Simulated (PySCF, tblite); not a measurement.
Compound: C5H11FSi.
Z-matrix (Å and degrees, GFN2-xTB geometry), rows numbered from 1:
```
C 
C   1  1.5299
C   2  1.5030  1  111.37
C   3  1.3290  2  123.97  1   -93.01
Si  4  1.8787  3  126.51  2    -1.17
C   3  1.5057  2  113.40  1    85.85
F   6  1.3713  3  112.91  2  -174.32
H   1  1.0870  2  110.16  3    57.99
H   1  1.0876  2  110.94  3   -62.05
H   1  1.0875  2  110.23  3   177.99
H   2  1.0905  1  108.91  3  -120.54
H   2  1.0931  1  109.10  3   121.28
H   4  1.0832  3  117.04  2   178.49
H   5  1.4674  4  110.35  3   -62.52
H   5  1.4632  4  108.01  3   177.63
H   5  1.4668  4  110.99  3    58.02
H   6  1.0970  3  110.94  2   -54.77
H   6  1.0980  3  110.62  2    66.33
```

Computed, not measured: CAM-B3LYP/def2-SVPD in PySCF (dipole) on a GFN2-xTB geometry, gas phase.

Take the most abundant isotopes and a rigid rotor. The values belong to one conformer with, in the numbering `[CH3:1][CH2:2]/[C:3](=[CH:4]\[SiH3:5])[CH2:6][F:7]`, C1–C2–C3–C4 -93°, C2–C3–C6–F7 -174°.

**Question.** Give the principal moments of inertia and the rotational constants in MHz.

**Answer.** Ia = 214.08, Ib = 356.73, Ic = 526.28 u·Å²; 505379 MHz·u·Å²/I gives A = 2361, B = 1417, C = 960.3 MHz.

**Question.** Classify the top.

**Answer.** An asymmetric top; Ray's κ = -0.348.

**Question.** Is it planar, by Δ = Ic − Ia − Ib?

**Answer.** Not planar: Δ = Ic − Ia − Ib = -44.53 u·Å². For a rigid frame Δ = −2 Σ m c², so Σ m c² = 22.27 u·Å² lies off the ab plane: 10.73 from hydrogen and 11.54 from heavier atoms. The atom farthest from that plane is 1.36 Å away.

**Question.** List the rotational levels J(Ka,Kc) to J = 2 (K).

**Answer.** Above 0(0,0), as E/k:
J = 1: 1(0,1) 0.114, 1(1,1) 0.159, 1(1,0) 0.181
J = 2: 2(0,2) 0.336, 2(1,2) 0.366, 2(1,1) 0.431, 2(2,1) 0.567, 2(2,0) 0.573

**Question.** Which lines would a microwave search look for?

**Answer.** The dipole components are |μa| = 0.17 D, |μb| = 2.08 D, |μc| = 0.63 D. The squared components, which scale the intensities, stand as 0.01 : 1.00 : 0.09 (a : b : c). Some lines, for components of 0.1 D or more:

```json
{"type": "a", "branch": "Q", "J(Ka,Kc)": "1(1,0) ← 1(1,1)", "MHz": "456", "lower level (cm⁻¹)": "0.111"}
{"type": "c", "branch": "Q", "J(Ka,Kc)": "2(1,2) ← 2(0,2)", "MHz": "617", "lower level (cm⁻¹)": "0.234"}
{"type": "b", "branch": "Q", "J(Ka,Kc)": "1(1,0) ← 1(0,1)", "MHz": "1400", "lower level (cm⁻¹)": "0.079"}
{"type": "b", "branch": "Q", "J(Ka,Kc)": "2(1,1) ← 2(0,2)", "MHz": "1986", "lower level (cm⁻¹)": "0.234"}
{"type": "a", "branch": "R", "J(Ka,Kc)": "1(0,1) ← 0(0,0)", "MHz": "2377", "lower level (cm⁻¹)": "0.000"}
{"type": "c", "branch": "Q", "J(Ka,Kc)": "2(2,1) ← 2(1,1)", "MHz": "2832", "lower level (cm⁻¹)": "0.300"}
{"type": "b", "branch": "Q", "J(Ka,Kc)": "2(2,0) ← 2(1,1)", "MHz": "2962", "lower level (cm⁻¹)": "0.300"}
{"type": "b", "branch": "R", "J(Ka,Kc)": "1(1,1) ← 0(0,0)", "MHz": "3321", "lower level (cm⁻¹)": "0.000"}
{"type": "c", "branch": "R", "J(Ka,Kc)": "1(1,0) ← 0(0,0)", "MHz": "3777", "lower level (cm⁻¹)": "0.000"}
{"type": "b", "branch": "Q", "J(Ka,Kc)": "2(2,1) ← 2(1,2)", "MHz": "4201", "lower level (cm⁻¹)": "0.254"}
{"type": "a", "branch": "R", "J(Ka,Kc)": "2(1,2) ← 1(1,1)", "MHz": "4298", "lower level (cm⁻¹)": "0.111"}
{"type": "a", "branch": "R", "J(Ka,Kc)": "2(1,1) ← 1(1,0)", "MHz": "5210", "lower level (cm⁻¹)": "0.126"}
{"type": "b", "branch": "R", "J(Ka,Kc)": "2(1,2) ← 1(0,1)", "MHz": "5242", "lower level (cm⁻¹)": "0.079"}
{"type": "b", "branch": "R", "J(Ka,Kc)": "2(2,1) ← 1(1,0)", "MHz": "8042", "lower level (cm⁻¹)": "0.126"}
{"type": "c", "branch": "R", "J(Ka,Kc)": "2(2,1) ← 1(1,1)", "MHz": "8499", "lower level (cm⁻¹)": "0.111"}
{"type": "b", "branch": "R", "J(Ka,Kc)": "2(2,0) ← 1(1,1)", "MHz": "8628", "lower level (cm⁻¹)": "0.111"}
```

**Question.** Estimate the classical rotational partition function at 25 K, 50 K and 298.15 K.

**Answer.** Point group C1, symmetry number σ = 1; q = (√π/σ)·√((kT/h)³/(ABC)), k/h = 20836.6 MHz/K: 11800 at 25 K, 33300 at 50 K, 484000 at 298.15 K.

Its GFN2-xTB frequencies are all real (lowest 60 cm⁻¹). These are rigid-rotor constants of the computed structure; measured ground-state constants (B0) also hold zero-point vibration. A rigid rotor knows nothing of internal rotation, which can split or shift real lines.

The run took 1.8 min wall on one thread of an Arm Neoverse N1, no GPU, shared host, and the process peaked at 1.0 GiB of memory. This is the CAM-B3LYP/def2-SVPD job that gave the dipole, with the excitations it also computed.
